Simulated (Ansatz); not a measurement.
The same path of FH + FH + H4O2Si (11 atoms, charge 0, multiplicity 1) was run twice with different band settings. Lost on the way: Si1–O2, H6–F7, H8–F9. Made: Si1–F7, O2–H8, H6–F9.

The calculation used Ansatz 0.2.0, RHF/def2-SVP.

Relaxed end points:

```xyz
11
Properties=species:S:1:pos:R:3
Si -0.827 0.188 -1.062
O -0.045 -1.223 -0.581
H -1.312 0.006 -2.436
H -1.911 0.334 -0.081
O 0.203 1.450 -1.068
H 0.882 0.459 1.980
F 0.886 1.335 1.718
H 0.370 -1.404 1.040
F 0.634 -1.252 1.914
H 0.558 -1.629 -1.189
H 0.561 1.735 -0.235
```

```xyz
11
Properties=species:S:1:pos:R:3
Si -0.360 0.929 -0.746
O -0.341 -1.949 -0.039
H 0.187 0.177 -1.869
H -1.696 0.557 -0.280
O -0.314 2.506 -1.184
H 1.160 -0.404 1.737
F 0.643 0.776 0.538
H 0.028 -2.037 0.832
F 1.244 -1.170 2.224
H 0.133 -2.567 -0.575
H -0.684 3.182 -0.639
```

Common settings: spring 5.0 eV/Å²; optimiser quadratic models (default); start path through a guess of the saddle point; force threshold 0.03 eV/Å; iteration limit 60; end points relaxed.

| run | movable images | climbing image |
| --- | --- | --- |
| 1 | 5 | yes |
| 2 | 3 | no |

(1) What does each run give, and how far can it be trusted?

Results:

(1) Run 1: converged after 21 iterations, highest image 1.214 eV above the first end. A vibrational analysis at the climbing image gives one clearly imaginary mode, 950i cm⁻¹: a first-order saddle point.
Run 2: converged after 58 iterations, highest image 0.139 eV above the first end. No image climbed, so the highest image needn't sit at the top of the path. A band with more images between the same ends climbed to 1.21 eV, so this one has probably stepped over the top. So few images can step over the top or miss a turn of the path.
The orbitals stay closed-shell, which can raise the energy where a bond breaks towards radicals; this wasn't checked here.
